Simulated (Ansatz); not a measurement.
AlBH6OSi, SMILES `[BH2][AlH][O][SiH3]`. The species carries charge 0 and has multiplicity 1. All single points use the PBE0-D4/def2-TZVP geometry. It is one conformer, not always the lowest.

```xyz
10

B    -1.806    0.606    1.677
Al   -0.679   -0.925    0.736
O     0.475   -0.467   -0.411
Si    1.533    0.136   -1.482
H    -2.842    1.016    1.233
H    -1.463    1.129    2.701
H    -0.825   -2.482    1.017
H     1.211   -0.350   -2.850
H     1.483    1.625   -1.485
H     2.915   -0.288   -1.134
```

**Question.** What is the dipole moment at ωB97M-V/def2-TZVPP? (Estimate.)

**Answer.** Computed: 0.82 D, with components (-0.59, 0.18, 0.54) D in this frame, pointing from negative to positive charge.

**Question.** And with PBE, r2SCAN, B3LYP? (Estimate.)

**Answer.** The calculation gave: PBE 0.80 D, r2SCAN 0.82 D, B3LYP 0.81 D.

**Question.** Give the Mulliken charges with ωB97M-V, r2SCAN, PBE in def2-TZVPP. (Estimate.)

**Answer.** Computed: 
| atom | ωB97M-V | r2SCAN | PBE |
| --- | --- | --- | --- |
| B1 | -0.23 | -0.09 | -0.10 |
| Al2 | 0.37 | 0.46 | 0.31 |
| O3 | -0.33 | -0.38 | -0.24 |
| Si4 | 0.27 | 0.40 | 0.28 |
| H5 | 0.09 | 0.01 | 0.04 |
| H6 | 0.09 | 0.01 | 0.04 |
| H7 | -0.11 | -0.15 | -0.11 |
| H8 | -0.05 | -0.09 | -0.07 |
| H9 | -0.05 | -0.09 | -0.07 |
| H10 | -0.05 | -0.09 | -0.07 |

B3LYP here is the variant with VWN-RPA as its local correlation; programs differ in this.
